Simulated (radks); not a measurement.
The mean radii <r> (bohr) of the occupied orbitals of an atom or ion are listed with their occupations. Method: scalar-relativistic Kohn-Sham, LDA (Slater exchange, Perdew-Wang correlation), spin-polarised, spherical densities, finite nucleus; Fermi nuclear charge, rms radius of each element as measured or else 0.836 A^(1/3) + 0.57 fm; computed with a radial shooting solver on a logarithmic mesh with Libxc functionals.

orbital  occ.      <r>
1s up       1  0.02725
1s down     1  0.02725
2s up       1   0.1171
2s down     1   0.1171
2p up       3   0.1024
2p down     3   0.1024
3s up       1   0.3107
3s down     1   0.3106
3p up       3   0.3075
3p down     3   0.3074
3d up       5   0.2818
3d down     5   0.2816
4s up       1   0.6549
4s down     1   0.6547
4p up       1   0.6732

Name the element and its charge. Open shells, if any, are filled with parallel spins first.

Answer. Z = 53, iodine, charge +22: I22+ in [Ar] 3d10 4s2 4p1. The 1s radius gives Z: for a bare nucleus <r> = (2 gamma + 1)/(2Z) with gamma = sqrt(1 - (Z/c)^2), 0.02683 bohr for Z = 53, and screening makes it slightly larger (0.02725 here). The occupations add up to 31, and the charge is Z minus that.
